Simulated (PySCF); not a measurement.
Method: PBE-D3(BJ)/def2-TZVP // r2SCAN-D4/def2-SVP run with PySCF. Isolated molecules, 0 K electronic values unless said otherwise. One relaxed conformer stands for a flexible species; it need not be the lowest. 

Reference species: [W(Cl)6] (neutral, multiplicity 1).

| Quantity | Result |
|---|---|
| LUMO | -5.71 eV |
| mean distance from the central atom to its bonded neighbours | 2.313 Å |
| HOMO | -7.84 eV |
| coordination number | 6 |

Changed species: [W(Cl)3(NH2)3] (3 of 6 Cl replaced by NH2; the reference has 0 of 6 Cl replaced by NH2).

### Question
Give the shifts of the LUMO, mean distance from the central atom to its bonded neighbours, HOMO and coordination number.

### Answer
the LUMO rises by 1.77 eV, to -3.94 eV; the mean distance from the central atom to its bonded neighbours falls by 0.146 Å, to 2.167 Å; the HOMO goes up by 1.15 eV, to -6.69 eV; the coordination number stays essentially unchanged.
